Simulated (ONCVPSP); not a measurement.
# What one change does to a pseudopotential (tantalum (Ta), ONCV)

| Item | Value |
| --- | --- |
| Element | Ta (Z = 73) |
| Generator | ONCVPSP 4.0.1 |
| Type | optimised norm-conserving Vanderbilt (ONCV) |
| Functional | Wu-Cohen |
| Relativity | fully relativistic |
| Frozen core | [Kr] 4d10 4f14 5s2 |
| Valence charge | 11 |
| Reference configuration | 5p6 5d4 6s1 |
| Partial waves | 6s: rc 2.95 bohr, ncon 3, nbas 7, qcut 2.5 1/bohr, 1 projector; 5p: rc 1.45 bohr, ncon 4, nbas 8, qcut 4.6 1/bohr, 1 projector; 5d: rc 3.00 bohr, ncon 3, nbas 8, qcut 5.1 1/bohr, 2 projectors, debl 0.7 Ha |
| Local potential | polynomial inside 1.35 bohr (lpopt 4, dvloc0 1 Ha) |
| Core correction | none |

Open shells are filled in proportion to 2j + 1.

All-electron outer shells of the reference configuration (Wu-Cohen, scalar-relativistic, ld1.x):

```
shell  level (eV)  outermost node (bohr)  outermost maximum (bohr)
   5p      -37.82                   0.58                      1.13
   4f      -23.00                      –                      0.44
   6s       -5.00                   1.33                      2.81
   5d       -2.66                   0.65                      1.62
```

Change: all radii scaled by about 1.25 (s 3.70, p 1.82, d 3.76 bohr); local potential polynomial inside 1.70 bohr (lpopt 4, dvloc0 1 Ha).

Cutoffs: the cutoffs (Ha) at which the residual kinetic energy of the hardest occupied pseudo-wave falls to 1 and 0.1 mHa per electron; they do not see the model core or the augmentation charge, which bear on the density cutoff. Errors are all-electron minus pseudo energies relative to the spin-unpolarised reference configuration.

**Question.** Predict the effect on cutoff, ghosts and configuration errors.

**Answer.** The potential gets softer (80 Ha and 99 Ha → 12 Ha and 36 Ha); both files keep a bound ghost (s); the number of tests with a reliable result goes from 4 to 2. A larger radius leaves more room for a smooth pseudo-wave, so fewer plane waves are needed.

| quantity | base | changed |
| --- | --- | --- |
| cutoff, loose | 80 Ha | 12 Ha |
| cutoff, tight | 99 Ha | 36 Ha |
| loose cutoff by channel | s 2.5 Ha, p 80 Ha, d 8.8 Ha | s 2.0 Ha, p 12 Ha, d 7.5 Ha |
| bound ghosts | s | s |
| GHOST(+) flags under 300 eV | none | none |
| tests with a reliable result | 4 of 4 | 2 of 4 |
| error for 5p6 5d3 6s2, meV [ΔE -2.10 eV] | +13 | +51 |
| error for 5p6 5d3 6s1, meV [ΔE 6.42 eV] | +13 | +21 |

 A true bound ghost makes a file unfit for plane-wave use even where its test errors are small: the radial tests pick states by their node count and pass the ghost by.
